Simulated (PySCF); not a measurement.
**Excitation energy of O by level of theory**

O [He] 2s2 2p4 (3P) → O [He] 2s1 2p5 (3P), as a difference of total energies. All numbers are calculated (PySCF 2.14, scalar relativity by spin-free X2C-1e, in ANO-RCC-VTZP (4s3p2d1f, 30 functions)). Correlated levels: valence: 1s2 frozen; valence and next inner shell: nothing frozen. The calculations carry no spin-orbit coupling.

| method | excitation energy (eV) |
| --- | --- |
| UHF | 16.913 |
| LDA | 14.338 |
| PBE | 14.541 |
| PBE0 | 15.190 |
| r2SCAN | 15.188 |
| LC-wPBE | 14.955 |
| M06-2X | 15.255 |
| revPBE | 14.585 |
| PBEsol | 14.479 |
| MP2 (valence) | 16.047 |
| SCS-MP2 (valence) | 15.980 |
| MP2 (valence and next inner shell) | 16.022 |
| SCS-MP2 (valence and next inner shell) | 15.965 |

Q: How much does correlation contribute at MP2 (valence and next inner shell)?

A: 16.022 − (16.913) = -0.891 eV, measured against UHF.

The upper state lies above the first ionisation limit, where it may autoionise and the basis confines it.
